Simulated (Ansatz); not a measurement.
Question: Name a neutral molecule of B, Si, Zn and H with size of the dipole moment (ωB97M-V/def2-TZVPP) between 0.90 and 1.20 D and size of the dipole moment (PBE/def2-TZVPP) between 0.80 and 1.10 D (Ansatz, PBE0-D4/def2-TZVP geometry).

Answer: `[BH2][Zn][SiH3]` (1.09 D, 1.08 D). Other molecules can fit too; these were computed, each in one conformer that needn't be the lowest.
